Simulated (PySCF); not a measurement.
C2H5ClGeO. Atoms are numbered in the order given.

```xyz
10

Cl    -2.0632    -0.4762     0.0000
Ge    -0.1025     0.4866     0.0000
C      1.3144    -0.3265     1.1470
O      2.1644    -0.4358     0.0000
C      1.3144    -0.3265    -1.1470
H     -0.3573     2.0092     0.0000
H      1.7945     0.2698     1.9385
H      1.0172    -1.3099     1.5560
H      1.0172    -1.3099    -1.5560
H      1.7945     0.2698    -1.9385
```

Geometry: B3LYP-D3(BJ)/def2-SVP. This is a generated structure with no PubChem entry under its InChIKey; it may be hypothetical.

The numbers are results of PySCF with PBE/pcSseg-1, not measurements.

GIAO shieldings, no solvent; atoms listed in one row are averaged. δ = σ(ref) − σ: ³⁵Cl against HCl (σ = 936.5 ppm); ⁷³Ge against GeH4 (σ = 1614.4 ppm); ¹³C against TMS (σ = 182.0 ppm); ¹⁷O against H2O (σ = 334.3 ppm); ¹H against TMS (σ = 31.49 ppm), references at their B3LYP-D3(BJ)/def2-TZVP geometries, non-relativistic (without spin–orbit terms, shifts of atoms bonded to Cl or Br come out too high).

Computed chemical shifts:
```
nucleus    atoms  count  δ (ppm)
-------  -------  -----  -------
³⁵Cl         Cl1      1     68.4
⁷³Ge         Ge2      1    424.5
¹³C       C3, C5      2     95.3
¹⁷O           O4      1     68.5
¹H            H6      1     7.17
¹H        H8, H9      2     5.68
¹H       H7, H10      2     5.43
```
